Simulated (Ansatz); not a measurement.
Isomers of HfBr4O2H4 (singlet), relaxed with B3LYP-D4/def2-SVP; total energies from Ansatz at B2PLYP/def2-TZVP.

```json
{"isomer": "A", "description": "cis-Hf(H2O)2Br4 (HfBr4O2H4)", "energy (Eh)": "-10496.19439"}
{"isomer": "B", "description": "trans-Hf(H2O)2Br4 (HfBr4O2H4)", "energy (Eh)": "-10496.18654"}
```

In the def2 sets Hf takes a core potential; there is no spin–orbit coupling. Correlated methods freeze 38 core orbitals; core or outer-core shells of Br, Hf are correlated, in sets that lack core-valence functions.

Q: Work out the relative energies (1 Eh = 2625.5 kJ/mol) and the Boltzmann populations at 1200 K from electronic energies alone (R = 8.314 J/mol/K).

A: ΔE: A 0.0, B 20.6 kJ/mol. RT = 9.98 kJ/mol. Factors exp(−ΔE/RT): A 1, B 0.127; sum 1.127. Populations: A 88.7 %, B 11.3 %. Zero-point energy, vibrational entropy and symmetry numbers are left out and can shift these; an error of 4 kJ/mol changes a ratio by a factor of 1.5. Over the other density-functional and correlated levels in def2 sets, the gap between A and B ranges from 9 to 25 kJ/mol.
